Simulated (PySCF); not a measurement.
In(CF3)(OH)2 (CH2F3InO2), SMILES [C](F)(F)(F)[In]([OH])[OH].

Coordinates come from a PBE0-D3(BJ)/def2-SVP optimisation. The structure was generated by enumeration; whether it is a known compound was not checked. The def2 effective core potentials stand for the cores of In; spin–orbit coupling is left out. The values are those of a single conformer.

Method: PBE0-D3(BJ)/def2-SVP in PySCF.

Frequencies are harmonic and unscaled.

A small imaginary wavenumber (i) marks a very flat motion, where grid noise or a shallow saddle decides the sign.

| mode | ν (cm⁻¹) | IR (km/mol) | moving atoms (share of kinetic energy) |
|---|---|---|---|
| 1 | 9i | 0.7 | F 52 %, O 43 % |
| 2 | 72 | 6.2 | O 55 %, F 24 %, In 14 % |
| 3 | 100 | 12.6 | O 50 %, F 25 %, In 20 % |
| 4 | 132 | 21.3 | O 79 %, H 11 % |
| 5 | 204 | 11.6 | F 66 %, In 16 %, C 9 %, O 8 % |
| 6 | 212 | 2.9 | F 78 %, C 10 % |
| 7 | 246 | 12.3 | F 58 %, In 31 % |
| 8 | 280 | 114.7 | H 92 % |
| 9 | 325 | 79.3 | H 91 %, O 8 % |
| 10 | 529 | 0.2 | F 92 % |
| 11 | 529 | 0.1 | F 92 % |
| 12 | 607 | 68.6 | O 89 %, In 9 % |
| 13 | 626 | 82.5 | O 83 %, In 15 % |
| 14 | 740 | 6.8 | F 84 %, C 15 % |
| 15 | 793 | 61.1 | H 94 % |
| 16 | 827 | 95.6 | H 92 % |
| 17 | 1166 | 332.6 | C 72 %, F 28 % |
| 18 | 1175 | 236.6 | C 71 %, F 29 % |
| 19 | 1203 | 236.4 | C 72 %, F 28 % |
| 20 | 3885 | 71.8 | H 94 % |
| 21 | 3897 | 61.1 | H 94 % |
